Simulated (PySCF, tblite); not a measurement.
A set of runs on `C=C[Si@@H](F)Br`; the geometry of each is named by its level. Settings lines and outputs come from a driver script.

Species: C2H4BrFSi.
Atom-mapped SMILES: `[CH2:1]=[CH:2][Si@@H:3]([F:4])[Br:5]` (hydrogens: H6, H7 on C1; H8 on C2; H9 on Si3)

Step 1: GFN2-xTB geometry optimisation, gas phase (tblite 0.8.0) (from a force-field or distance-geometry start)
```json
{"job": {"kind": "relax", "xc": "GFN2-xTB", "basis": "xTB"}, "charge": 0, "multiplicity": 1}
```
```
step      E/eV     max force
  0    -460.50059    1.770
  1    -460.58856    1.107
  2    -460.63853    0.864
...
 69    -460.78049    0.016
 70    -460.78052    0.016
 71    -460.78053    0.016
 72    -460.78055    0.014
 73    -460.78057    0.009
```

Energy lowered by 6.5 kcal/mol over 73 steps; largest atomic force 0.009 eV/Å at the end. «max force» is the largest atomic force in eV/Å.

Hardware: one thread of an Arm Neoverse N1, on a shared host. Cost: 0.59 s of wall time.

Step 2: GFN2-xTB harmonic vibrations, gas phase (tblite 0.8.0) (on the GFN2-xTB geometry)
```json
{"job": {"kind": "ir", "xc": "GFN2-xTB", "basis": "xTB"}, "charge": 0, "multiplicity": 1}
```
```
(table of modes left out)
```

21 modes from 56 to 3108 cm⁻¹ (unscaled, harmonic); zero-point energy 33.8 kcal/mol; all wavenumbers are real at this level.

The run took 0.35 s of wall time on one thread of an Arm Neoverse N1, no GPU, shared host with 64 logical CPUs at a one-minute load of 61.

Step 3: TDDFT B3LYP/def2-SVPD, vertical, gas phase, core orbitals frozen in the response (PySCF 2.14.0, density-fitted response routines) (on the GFN2-xTB geometry)
```json
{"job": {"kind": "uv", "xc": "B3LYP", "basis": "def2-SVPD", "nstates": 8, "ntriplets": 3}, "charge": 0, "multiplicity": 1}
```
```
...
Static polarisability (au): isotropic 69.379, principal 54.354 75.173 78.611
Singlet excitations
state   eV       nm        f      main configurations
  1   6.0312    205.6   0.00022   H->L 0.64, H-1->L 0.32
  2   6.3355    195.7   0.00814   H-2->L 0.55, H-1->L 0.34, H->L 0.10
  3   6.8106    182.0   0.00552   H-3->L 0.93
  4   7.0084    176.9   0.01026   H->L+1 0.94
  5   7.0562    175.7   0.26716   H-2->L 0.39, H-1->L 0.30, H->L 0.19
  6   7.1709    172.9   0.02169   H-1->L+1 0.94
  7   7.3856    167.9   0.03741   H-2->L+1 0.94
  8   7.8559    157.8   0.00817   H-4->L 0.83, H->L+2 0.09
Triplet excitations (Tamm-Dancoff, eV): 4.3390 5.8017 6.2549
```

HOMO -8.29 eV, LUMO -1.36 eV; lowest singlet 6.03 eV; lowest triplet 4.34 eV (Tamm–Dancoff); mean polarisability 69.4 au.

Hardware: Arm Neoverse V1, one thread, on a shared host. Cost: 25 s of wall time, 0.63 GiB resident at most.

Step 4: delta-SCF UKS SCAN, pcX-2 on the ionised atom, pcseg-1 elsewhere, spin-free X2C (PySCF 2.14.0) (on the GFN2-xTB geometry)
```json
{"job": {"kind": "xps"}, "charge": 0, "multiplicity": 1}
```
```
...
ground state, core basis on atom 0 (C), 138 functions
  E(ground) = -3067.42611398 Eh
hole in C 1s of atom 0
  E(ion) = -3056.72951310 Eh   <S^2> = 0.8022   hole on atom = 1.000   binding energy = 291.069 eV
ground state, core basis on atom 1 (C), 138 functions
  E(ground) = -3067.42749786 Eh
hole in C 1s of atom 1
  E(ion) = -3056.74381972 Eh   <S^2> = 0.7935   hole on atom = 1.000   binding energy = 290.718 eV
ground state, core basis on atom 2 (Si), 149 functions
  E(ground) = -3067.49011763 Eh
hole in Si 1s of atom 2
  E(ion) = -2999.55665269 Eh   <S^2> = 0.7523   hole on atom = 1.000   binding energy = 1848.564 eV
hole in Si 2p of atom 2
  E(ion) = -3063.49731829 Eh   <S^2> = 0.7519   hole on atom = 1.003   binding energy = 108.650 eV
  2p3/2 = 108.503 eV   2p1/2 = 109.133 eV
ground state, core basis on atom 3 (F), 138 functions
  E(ground) = -3067.47407902 Eh
hole in F 1s of atom 3
  E(ion) = -3042.02774777 Eh   <S^2> = 0.7567   hole on atom = 1.000   binding energy = 692.430 eV
```

C1s of C1 291.07 eV; C1s of C2 290.72 eV; Si1s of Si3 1848.56 eV; Si2p of Si3 108.71 eV (mean of the 2p shell); F1s of F4 692.43 eV. SCF cycles are left out; they run on a coarse grid, and E(ground) and E(ion) are re-evaluated on a finer one. For a 2p shell the printed binding energy is that of one 2p hole without spin–orbit coupling; the 2p3/2 and 2p1/2 values follow from a further step that adds the ground-state splitting of the three 2p orbitals and a mean-field spin–orbit operator, and the shell mean corrects the one hole to the average of the three. The log counts atoms from 0, this text from 1.

The run took 31 s wall on one thread, Arm Neoverse V1 (aarch64), on a shared host, and the process peaked at 0.46 GiB of memory.

Geometry of the electronic-property runs (GFN2-xTB):
```
atom  x, y, z in Å
C1    -1.5599   -0.1707   -0.1130
C2    -0.5082    0.4391    0.4136
Si3    1.2715    0.1267   -0.0679
F4     2.1242   -0.1656    1.2603
Br5    1.4051   -1.7148   -1.2676
H6    -2.5667    0.0484    0.2051
H7    -1.4641   -0.9238   -0.8801
H8    -0.6671    1.1849    1.1825
H9     1.9788    1.1817   -0.7581
```

 (This holds for the electronic-property runs.)

One conformer stands for the species.
